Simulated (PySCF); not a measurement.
# A small calculation by hand: oscillator strength and radiative lifetime

H7NO2Si2, SMILES N[Si@H](O)O[SiH3].

The structure is a stationary point at PBE0-D3(BJ)/def2-SVP. The structure was generated by enumeration; whether it is a known compound was not checked. One conformer was computed; it need not be the lowest.

PySCF 2.14.0 with TDDFT-ωB97X/def2-SVPD puts the first singlet state with f over 0.02 at 7.39 eV (vertical), with the transition dipole (0.433, 0.417, -0.071) in atomic units.

Question: Find the oscillator strength, the wavelength and the radiative lifetime that this transition would have in vacuum if emission retraced absorption.

Answer: 
|μ|² = 0.3664 au, so |μ| = 1.54 D. ΔE = 7.39/27.211 = 0.2716 hartree. f = (2/3) ΔE |μ|² = 0.066 (the program prints 0.066).
λ = 1239.84/7.39 = 168 nm; ν = 59604 cm⁻¹.
Einstein's coefficient A = 0.6670 ν² f s⁻¹ (ν in cm⁻¹) = 1.6e8 s⁻¹, so τ = 1/A = 6.4 ns. This state is S1. The figure is the radiative limit of this one transition; relaxation, internal conversion, crossing to triplets and a medium change what is measured.
